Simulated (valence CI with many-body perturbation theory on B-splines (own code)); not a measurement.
# Questions on Bi LXIII

Level of theory: relativistic CI+MBPT: three valence electrons over a frozen Dirac-Fock core [Ar], a basis of 7 s, 7 p, 8 d, 6 f, 4 g, 1 h functions for each j, with the one-electron correlation potential Σ1 (screened to all orders), the two-electron term Σ2, the three-electron term Σ3, Breit, model QED; selected single and double excitations, second order for the rest, scaled by the run's own slope (own B-spline code, finite nucleus).

The last digits are not significant, and no measured levels were compared; by estimate large intervals hold to a few tenths of a per cent, small ones and those within an open d or f shell to about a per cent. Excitations out of the core, of the other parity, are not computed and may begin above about 271 eV (a cautious bound); beyond it only levels of the ground parity were kept, without lifetimes. Only levels of the ground parity were solved; by the run's estimate the other parity begins above the list, which can be wrong where configurations are misplaced.

Levels are named by their leading jj configuration (3d3/2^4 stands for four electrons in 3d with j = 3/2), which in mixed levels can hold well under half, so a name can repeat and another be missing.

Rates and lifetimes use the calculated energies. Strong lines usually hold to 10 to 20 %, long lifetimes can be off by a factor of two.

(1) What is the ground level?

(2) How well does LS coupling describe the low levels?

(3) What is the ionisation energy?

## Answers

(1) (3d3/2^3) J=3/2, composition 42 % 3d3 2D + 40 % 3d3 4F + 12 % 3d3 2P, g = 0.739.

(2) Among the lowest 19 levels the leading LS term, summed over configurations, holds 57 % on average. For single configurations the figures are 57 % in LS and 99 % in jj coupling. Terms mix most in the J = 3/2 level at 9.150 Ry, where the leading one holds 38 %.

(3) 6805.6 eV; NIST lists 6804 ± 15 eV (theoretical).
